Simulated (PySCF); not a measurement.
# Energy of La⁺ (lanthanum, charge +1) between two integer charges

The 5d alpha orbital of [Xe] 5d2 is emptied in steps (occupation f), with all orbitals relaxed, ending at [Xe] 5d1. Computed with PySCF 2.14 in def2-TZVPPD with the def2 core potential (46 electrons), with a scalar-relativistic core potential. The exact energy is a straight line in f; departures are measured from the line between the end points of the same method.

Question: Among PBE0, r2SCAN, LC-wPBE, which shows the largest delocalisation error (convex curve), and which is closest to linear?

Answer: Most convex: r2SCAN (-0.831 eV at f = 0.5); closest to linear: LC-wPBE (-0.025 eV).

| f | PBE0 (eV) | r2SCAN (eV) | LC-wPBE (eV) |
| --- | --- | --- | --- |
| 1 | 0.000 | 0.000 | 0.000 |
| 0.9 | -0.228 | -0.299 | -0.011 |
| 0.7 | -0.533 | -0.700 | -0.023 |
| 0.5 | -0.635 | -0.831 | -0.025 |
| 0.3 | -0.533 | -0.694 | -0.019 |
| 0.1 | -0.228 | -0.294 | -0.007 |
| 0 | 0.000 | 0.000 | 0.000 |

| method | E(f=0) − E(f=1) (eV) | −ε at f=1 (eV) | −ε at f=0.5 (eV) |
| --- | --- | --- | --- |
| PBE0 | 11.276 | 8.749 | 11.275 |
| r2SCAN | 11.315 | 7.997 | 11.331 |
| LC-wPBE | 11.087 | 10.965 | 11.102 |

Reference removal energy between the ground levels: 11.185 eV (measured; NIST Atomic Spectra Database, ionization energies). The calculation has no spin-orbit coupling.
